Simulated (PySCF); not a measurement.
## C₆ coefficients of unlike pairs at PBE

Calculated with PySCF 2.14 from the dipole response of each species, C₆(A,B) = (3/π) ∫ α_A(iu) α_B(iu) du, in atomic units, from isotropic polarisabilities. For ions this is the dispersion term alone; charge-induced terms of lower order in 1/R come first.

```json
{"species": "Rh⁺", "configuration": "[Kr] 4d8 (3F)", "basis": "aug-cc-pVTZ-DK (9s8p6d3f2g)", "relativity": "spin-free X2C", "α (bohr³)": "13.76", "C₆ (like pair)": "86.53"}
{"species": "Mn⁺", "configuration": "[Ar] 3d5 4s1 (7S)", "basis": "aug-cc-pVQZ (9s8p6d4f3g2h)", "relativity": "none", "α (bohr³)": "28.50", "C₆ (like pair)": "148.9"}
{"species": "Ge⁺", "configuration": "[Ar] 3d10 4s2 4p1 (2P)", "basis": "aug-cc-pVTZ-PP with ECP10MDF (6s5p4d2f)", "relativity": "core potential", "α (bohr³)": "19.19", "C₆ (like pair)": "108.9"}
{"species": "Te", "configuration": "[Kr] 4d10 5s2 5p4 (3P)", "basis": "dyall-av2z (22s16p12d)", "relativity": "none", "α (bohr³)": "39.52", "C₆ (like pair)": "435.6"}
```

(1) Estimate C₆ for Mn⁺ with Rh⁺.

No spin-orbit coupling is included.

The other pairs:

```json
{"pair": "Te, Ge⁺", "C₆": "217.6"}
{"pair": "Ge⁺, Rh⁺", "C₆": "93.36"}
{"pair": "Ge⁺, Mn⁺", "C₆": "125.0"}
{"pair": "Te, Mn⁺", "C₆": "250.6"}
{"pair": "Te, Rh⁺", "C₆": "184.6"}
```

Answers

(1) The integral gives 105.0. The combination rule 2 C_A C_B / (C_A α_B/α_A + C_B α_A/α_B) gives 102.6 and the geometric mean 113.5.
